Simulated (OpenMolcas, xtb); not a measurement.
**A ladder of methods for CH3BTe (SMILES B1C[Te]1)**

The species is CH3BTe (6 atoms), meant as a singlet with charge 0. SMILES: `B1C[Te]1`. The shape comes from GFN2-xTB, which is rough for such elements, and wasn't checked as a minimum.

Quantity: the dipole moment, in D. The values are calculated.

```tsv
level	kind	program	value (D)	CPU time
GFN2-xTB	semi-empirical	xtb	1.40	under 2 s
GFN0-xTB	semi-empirical	xtb	4.80	under 2 s
GFN1-xTB	semi-empirical	xtb	0.37	under 2 s
HF/def2-SVP (core potential)	Hartree–Fock	OpenMolcas	1.45	4.4 s
SVWN5/def2-SVP (core potential)	LDA	OpenMolcas	0.78	12 s
BLYP/def2-SVP (core potential)	GGA	OpenMolcas	0.73	19 s
TPSS/def2-SVP (core potential)	meta-GGA	OpenMolcas	0.80	21 s
B3LYP/def2-SVP (core potential)	global hybrid	OpenMolcas	0.82	14 s
```

The values span 0.37 to 4.80 D. Magnitudes only: a small dipole may point the other way at some levels. CPU times are rough (shared hosts, several kinds of processor): they show what a rung costs within a factor of a few.
